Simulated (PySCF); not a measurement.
Si(I)2(OH)2 (H₂I₂O₂Si), SMILES O[Si](O)(I)I. Heavy atoms are numbered as in [OH:1][Si:2]([OH:3])([I:4])[I:5]. Hydrogens are named by the atom that carries them.

Coordinates come from a PBE-D3(BJ)/def2-SVP optimisation. The def2 effective core potentials stand for the cores of I; spin–orbit coupling is left out. The values are those of a single conformer.

Computed with r2SCAN/def2-TZVP (PySCF).

Atomic charges (e), one atom of each kind:

```csv
atom,Löwdin,Mulliken
O1 (OH),[?],-0.49
Si2,[?],0.61
I4,[?],-0.15
H on O1,[?],0.34
```

Question: Some entries are withheld; supply them. (The exact figures need the calculation; the answer reports its results.)

Answer: 
- O1 (OH), Löwdin: -0.12
- Si2, Löwdin: -0.52
- I4, Löwdin: 0.18
- H on O1, Löwdin: 0.19

Computed Mayer and Wiberg (Löwdin basis) orders of the bonds:
```
bond    Mayer  Wiberg
------  -----  ------
O1–Si2   1.24    1.68
Si2–O3   1.24    1.68
Si2–I4   1.12    1.62
Si2–I5   1.12    1.62
```
